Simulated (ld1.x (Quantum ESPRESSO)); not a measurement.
# vanadium, RRKJ: configuration errors across variants

| Property | Result |
| --- | --- |
| Element | V |
| Generator | ld1.x (Quantum ESPRESSO) 7.5 |
| Type | norm-conserving RRKJ (Kleinman–Bylander form) |
| Functional | LDA (PZ) |
| Relativity | fully relativistic |
| Frozen core | [Ne] 3s2 |
| Valence charge | 11 |
| Reference configuration | 3p6 3d4 4s1 4p0 |
| Partial waves | 3p (bound): rc 1.35 bohr; 3d (bound): rc 2.10 bohr; 4s (bound): rc 2.55 bohr |
| Local potential | the s channel |
| Core correction | none |
| rho0 | 0.01 |

Open shells are filled in proportion to 2j + 1 (rel_dist='average').

All-electron excitation energies from the reference (eV): (1) 3p6 3d3 4s2 4p0 -0.541; (2) 3p6 3d3 4s1 4p0 7.400; (3) 3p6 3d3 4s0 4p0 21.945; (4) 3p6 3d1 4s0 4p0 97.234; (5) 3p6 3d2 4s2 4p1 5.368; (6) 3p6 3d2 4s0 4p0 51.103; (7) 3p6 3d4 4s0 4p0 6.837.

Errors AE − PS in meV (a dash: test not solved or not reliable):

```csv
change,(1),(2),(3),(4),(5),(6),(7),bound ghosts
base,-37,-42,-76,+979,-880,-23,-1.2,none
"all radii scaled by about 0.74 (s 1.88, p 1.00, d 1.56 bohr)",-40,-30,-96,-818,-685,-461,-3.3,none
"all radii scaled by about 0.84 (s 2.14, p 1.14, d 1.76 bohr)",-75,-65,-95,-280,-1089,-345,-6.2,none
"all radii scaled by about 0.96 (s 2.46, p 1.30, d 2.02 bohr)",-46,-48,-80,+758,-934,-81,-2.4,none
"all radii scaled by about 1.12 (s 2.86, p 1.52, d 2.36 bohr)",+32,+7.1,-56,+2288,-471,+325,+6.8,none
"all radii scaled by about 1.23 (s 3.12, p 1.66, d 2.58 bohr)",+98,+56,-46,+3246,-113,+580,+12,none
"all radii scaled by about 1.35 (s 3.44, p 1.82, d 2.84 bohr)",+203,+141,-25,+4816,+440,+1023,+17,none
```

Task: Give the same row for: all radii scaled by about 1.29 (s 3.28, p 1.74, d 2.70 bohr).

Result: +148, +95, -36, +3988, +151, +786, +15; bound ghosts: none.
